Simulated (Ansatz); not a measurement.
`ClB1CC1Cl` at its PBE0-D4/def2-TZVP geometry, where that method's forces vanish. Total charge 0; spin multiplicity 1.

```
atom   x (Å)   y (Å)   z (Å)
 Cl1   1.007  -1.229  -2.144
  B2   0.485  -0.392  -0.750
  C3   0.340  -0.326   0.757
  C4  -0.412   0.680  -0.151
 Cl5  -2.156   0.533  -0.320
  H6   1.084   0.123   1.409
  H7  -0.241  -1.104   1.247
  H8  -0.107   1.715  -0.048
```

Task: For each bond, give half the difference of the two atoms' forces along it (eV/Å; positive pushes the atoms apart) under PBE-D4, r2SCAN-D4, B3LYP-D4, ωB97M-V in def2-TZVPP. (Best estimate.)

Result: The calculation gave: 
```
  bond  length (Å)  PBE-D4  r2SCAN-D4  B3LYP-D4  ωB97M-V
Cl1–B2       1.708    0.07       0.09      0.18     0.11
 B2–C3       1.516    0.07       0.01      0.02     0.06
 B2–C4       1.521    0.04      -0.06     -0.10     0.00
 C3–C4       1.550    0.11       0.13      0.15     0.17
 C3–H6       1.086    0.08      -0.05     -0.10    -0.11
 C3–H7       1.088    0.09      -0.05     -0.10    -0.11
C4–Cl5       1.759    0.22       0.24      0.37     0.14
 C4–H8       1.084    0.07      -0.10     -0.18    -0.17
```

B3LYP here is the variant with VWN-RPA as its local correlation; programs differ in this.

Program: Ansatz 0.2.0.
